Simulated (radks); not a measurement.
The numbers below are computed, except where a source is named.
Question: Radial electron density D(r) = 4 pi r^2 rho(r) of an atom or ion with 49 electrons. Code: a radial shooting solver on a logarithmic mesh with Libxc functionals. Model: scalar-relativistic Kohn-Sham, LDA (Slater exchange, Perdew-Wang correlation), spin-polarised, spherical densities, point nucleus.

r (bohr),D(r) (e/bohr),spin D(r)
0.001905,5.813,-0.0000270
0.002521,9.125,-0.0000397
0.003336,14.02,-0.0000535
0.004413,20.96,-0.0000596
0.005839,30.20,-0.0000312
0.007726,41.46,0.000102
0.01022,53.45,0.000509
0.01353,63.61,0.00155
0.0179,68.68,0.00391
0.02368,66.94,0.00862
0.03133,61.49,0.0166
0.04146,60.80,0.0270
0.05485,71.40,0.0342
0.07258,86.12,0.0284
0.09603,86.70,0.00713
0.1271,70.74,-0.00402
0.1681,63.58,0.0292
0.2224,73.38,0.0689
0.2943,66.64,0.0317
0.3894,37.28,0.00566
0.5152,24.23,0.119
0.6817,28.13,0.135
0.902,21.98,-0.0109
1.193,10.42,0.169
1.579,4.464,0.608
2.089,2.007,0.633
2.765,0.5763,0.267
3.658,0.07081,0.0426
4.84,0.002864,0.00213

What is the nuclear charge?

Answer: Z = 53. The innermost maximum, from 1s, lies near gamma/Z bohr with gamma = sqrt(1 - (Z/c)^2) = 0.922, here 0.0174 bohr (found: 0.0191), and its height grows with Z. The density is that of the iodine ion I4+ in [Kr] 4d10 5s2 5p1; the configuration itself is not fixed sharply by these data, and Z only to a few units. D(r) has 4 maxima, at r = 0.0191, 0.0845, 0.243, 0.698 bohr, and minima at 0.0371, 0.159, 0.511 bohr, inside which lie 1.98, 11.14, 28.99 electrons.
